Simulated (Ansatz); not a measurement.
Stepwise reaction of SiH₄ with water, as a gas-phase model of exchange steps in deposition or etching. ΔE in kJ/mol; ΔG adds harmonic PBE0-D4 terms to CCSD(T)/CBS, at 1 bar.

Calculated with Ansatz (gas phase, PBE0-D4/def2-TZVP geometries, no zero-point term in ΔE). CBS: MP2 limit from def2 TZ/QZ plus the TZ coupled-cluster correction, frozen cores. This one scheme is used for every species. Functionals use def2-TZVPP. B3LYP here is the variant with VWN-RPA as its local correlation; programs differ in this. One conformer a species, not always the lowest.

| step | reaction | PBE-D4 | B3LYP-D4 | ωB97M-V | CCSD(T)/CBS | ΔG(500 K) |
| --- | --- | --- | --- | --- | --- | --- |
| 1 | SiH₄ + H₂O → `O[SiH3]` + H₂ | -55.6 | -62.6 | -62.9 | -61.4 | -69.2 |
| 3 | `O[SiH2]O` + H₂O → `O[SiH](O)O` + H₂ | -94.9 | -101.3 | -102.7 | -99.7 | -101.1 |
| 4 | `O[SiH](O)O` + H₂O → `O[Si](O)(O)O` + H₂ | -93.4 | -100.6 | -102.1 | -98.7 | -90.1 |

Question: Give the row of step 2, `O[SiH3]` + H₂O → `O[SiH2]O` + H₂. (Estimate.)

Answer: Ansatz gave: 
```tsv
step	reaction	PBE-D4	B3LYP-D4	ωB97M-V	CCSD(T)/CBS	ΔG(500 K)
2	`O[SiH3]` + H₂O → `O[SiH2]O` + H₂	-89.3	-94.4	-95.7	-92.8	-84.1
```

Question: By hand: ΔE of the 4 steps together at CCSD(T)/CBS.

Answer: (-61.4) + (-92.8) + (-99.7) + (-98.7) = -352.6 kJ/mol, or -88.2 kJ/mol a step.

In ΔE step 3 is the lowest and step 1 the highest. All are downhill at CCSD(T)/CBS. ΔG lies between -101.1 and -69.2 kJ/mol a step. PBE-D4 differs from CCSD(T)/CBS by 3.5 to 5.8 kJ/mol a step. Isolated molecules leave out the surface, adducts and barriers. Largest T1 diagnostic: 0.011.
